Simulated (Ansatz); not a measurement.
One change: `OC[SiH2]Br` becomes `OC[SiH2][SeH]`.

Ansatz, PBE0-D4/def2-TZVP geometries, multiplicity 1. Each molecule was computed in one conformer, which needn't be the lowest.

Scalar relativity is left out up to krypton.

| property | `OC[SiH2]Br` |
| --- | --- |
| HOMO energy (ωB97M-V/def2-TZVPP) / eV | -10.10 |
| HOMO energy (PBE/def2-TZVPP) / eV | -6.26 |
| LUMO energy (PBE0/def2-TZVPP) / eV | -0.28 |
| size of the dipole moment (ωB97M-V/def2-TZVPP) / D | 1.41 |
| HOMO–LUMO gap (PBE/def2-TZVPP) / eV | 5.09 |
| HOMO energy (PBE0/def2-TZVPP) / eV | -7.78 |

Problem. Give the same properties after the change, and the shifts. (Estimate.)

Solution. The calculation gave: 
```
                                          property  `OC[SiH2][SeH]`  shift
             HOMO energy (ωB97M-V/def2-TZVPP) / eV            -9.08   1.02
                 HOMO energy (PBE/def2-TZVPP) / eV            -5.76   0.50
                LUMO energy (PBE0/def2-TZVPP) / eV             0.17   0.45
size of the dipole moment (ωB97M-V/def2-TZVPP) / D             2.72   1.31
               HOMO–LUMO gap (PBE/def2-TZVPP) / eV             5.05  -0.04
                HOMO energy (PBE0/def2-TZVPP) / eV            -6.91   0.87
```

With PBE0 the HOMO rises by 0.87 eV and the LUMO rises by 0.45 eV, so the gap narrows by about 0.42 eV. PBE moves the HOMO by 0.50 eV and ωB97M-V by 1.02 eV. The zero-point energy changes by 17.5 kJ/mol with +3 modes. Dipoles are sizes alone; their direction can turn.

Spin–orbit coupling is left out; it splits and shifts lone-pair levels of the heavy atoms by tenths of an eV.
